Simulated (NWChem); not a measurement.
Species: YF₂ cation; SMILES [F][Y+][F]

Program: NWChem. Coordinates come from a PBE-D3(BJ)/def2-SVP optimisation. This spin state was assumed; another may lie lower. def2 effective core potentials on Y; no spin-orbit coupling. Level: PBE0/def2-SVPD; rows give the wavelength of the field.

```json
[
 {"field": "static", "isotropic polarisability (bohr³)": "21.6", "anisotropy (bohr³)": "12.7"},
 {"field": "1065 nm", "isotropic polarisability (bohr³)": "21.7", "anisotropy (bohr³)": "12.8"},
 {"field": "589 nm", "isotropic polarisability (bohr³)": "22.0", "anisotropy (bohr³)": "13.1"},
 {"field": "400 nm", "isotropic polarisability (bohr³)": "22.6", "anisotropy (bohr³)": "13.7"}
]
```
